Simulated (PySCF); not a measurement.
Job file and geometry (Å, from GFN2-xTB) of an NMR shielding run on isobutaneboronic acid (CC(C)CB(O)O, C4H11BO2), PySCF 2.14.0, density-fitted response routines, GIAO PBE0/pcSseg-1 NMR shielding, non-relativistic, gas phase; density fitting, a coarse starting grid and PySCF grid level 2 are the driver's defaults:

```
$ OMP_NUM_THREADS=1 python probes_run.py task.json out

{"job": {"kind": "nmr", "xc": "PBE0", "basis": "pcSseg-1"}, "charge": 0, "multiplicity": 1}
C     -0.793450     1.406731    -0.130425
C     -0.707128    -0.091756    -0.409221
C     -2.047077    -0.762712    -0.116062
C      0.417305    -0.723599     0.424139
B      1.877583    -0.184191     0.042856
O      2.811310     0.177296     0.969605
O      2.227279    -0.096897    -1.256359
H     -1.026200     1.585105     0.918028
H      0.154359     1.887499    -0.360209
H     -1.571026     1.865700    -0.736954
H     -0.463139    -0.234727    -1.465903
H     -2.007184    -1.823118    -0.353761
H     -2.839045    -0.309670    -0.708509
H     -2.304407    -0.656109     0.936135
H      0.198496    -0.564410     1.484101
H      0.394777    -1.804125     0.262013
H      2.548222     0.115517     1.885730
H      3.120567     0.219786    -1.396861
```

Q: What does the program print?

A: 
```
coarse grid: 14424 points
cycle   1  E = -333.8234611597  dE =  7.288e-01  |g| = 9.084e-01  |ddm| = 3.489e+00
cycle   2  E = -333.7184975606  dE =  1.050e-01  |g| = 1.201e+00  |ddm| = 1.420e+00
cycle   3  E = -333.9821129933  dE = -2.636e-01  |g| = 8.232e-02  |ddm| = 8.363e-01
cycle   4  E = -333.9833506885  dE = -1.238e-03  |g| = 3.185e-02  |ddm| = 7.842e-02
cycle   5  E = -333.9835829803  dE = -2.323e-04  |g| = 5.583e-03  |ddm| = 2.751e-02
cycle   6  E = -333.9835892011  dE = -6.221e-06  |g| = 2.026e-03  |ddm| = 6.107e-03
final grid: 137552 points
cycle   7  E = -334.0441521959  dE = -5.021e-05  |g| = 1.133e-02  |ddm| = 2.899e-02
cycle   8  E = -334.0441313788  dE =  2.082e-05  |g| = 1.513e-02  |ddm| = 1.991e-02
cycle   9  E = -334.0441814175  dE = -5.004e-05  |g| = 8.846e-04  |ddm| = 1.133e-02
cycle  10  E = -334.0441815629  dE = -1.453e-07  |g| = 2.295e-04  |ddm| = 7.175e-04
cycle  11  E = -334.0441815730  dE = -1.013e-08  |g| = 5.602e-05  |ddm| = 2.105e-04
cycle  12  E = -334.0441815736  dE = -6.432e-10  |g| = 1.802e-05  |ddm| = 6.063e-05
converged SCF energy = -334.0441815736

GIAO shielding tensors (ppm)
atom      isotropic    diamagn.    paramagn.     s11        s22        s33       span
  0 C      160.404     249.842     -89.438    145.471    149.450    186.291     40.821
  1 C      157.669     246.001     -88.332    152.238    158.940    161.830      9.592
  2 C      158.622     247.407     -88.784    140.708    148.059    187.100     46.392
  3 C      156.603     255.641     -99.038    141.186    149.177    179.448     38.262
  4 B       70.617     193.863    -123.246     50.103     68.007     93.741     43.637
  5 O      198.677     385.807    -187.130     81.070    246.858    268.102    187.032
  6 O      221.343     387.241    -165.898    118.908    262.265    282.856    163.949
  7 H       31.275      32.336      -1.062     28.569     29.110     36.144      7.574
  8 H       30.625      32.088      -1.463     25.766     30.309     35.800     10.034
  9 H       30.638      31.069      -0.431     26.447     27.859     37.608     11.161
 10 H       29.755      33.218      -3.463     25.785     28.894     34.586      8.800
 11 H       30.588      30.383       0.204     26.365     28.238     37.160     10.795
 12 H       30.589      30.007       0.581     26.243     27.996     37.526     11.283
 13 H       31.081      30.966       0.115     27.929     29.249     36.064      8.135
 14 H       31.747      35.264      -3.518     28.286     31.549     35.405      7.119
 15 H       30.664      33.039      -2.375     26.606     29.466     35.921      9.316
 16 H       27.616      32.555      -4.939     21.892     24.925     36.031     14.138
 17 H       27.680      29.372      -1.692     22.004     22.832     38.204     16.200
```

Size and cost of the density-fitted run: 174 basis functions, 28 s wall time on 1 thread of an Arm Neoverse V1, shared host; peak memory 0.78 GiB.
